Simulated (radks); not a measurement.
The selenium ion Se21+, configuration [Ne] 3s2 3p1.

Method: scalar-relativistic Kohn-Sham, PBE, spin-polarised, spherical densities, finite nucleus; open shells are filled with parallel spins first; Fermi nuclear charge, rms radius 4.14 fm; computed with a radial shooting solver on a logarithmic mesh with Libxc functionals.

Energy parts (hartree):
part                       energy
total                 -2163.74250
kinetic                2213.72558
electron-nucleus      -4725.26992
Hartree                 407.87593
exchange-correlation    -60.07408

Orbitals (lengths in bohr, moments of r in powers of bohr; <r^-3> diverges for s and p1/2):
orbital  occ.  eigenvalue (hartree)  <r^-3>     <r^2>
1s up       1             -492.9709       -  0.002615
1s down     1             -492.9246       -  0.002614
2s up       1             -91.14878       -   0.04392
2s down     1             -91.10791       -   0.04387
2p up       3             -84.32832    1259   0.03455
2p down     3             -84.27295    1259   0.03453
3s up       1             -33.97371       -    0.2660
3s down     1             -33.75459       -    0.2668
3p up       1             -31.81046   285.2    0.2569
3p down     0             -31.59477   285.2    0.2576

The highest occupied level is 3p up at -865.61 eV. The spin density at the nucleus is -1.539 e/bohr^3 (1s -2.249, 2s -0.133, 3s 0.843). The density falls to 0.001 e/bohr^3 at r = 1.20 bohr. The electron density at the nucleus is 4.062e+04 e/bohr^3 (large components only). Spin moment in Bohr magnetons: 1.
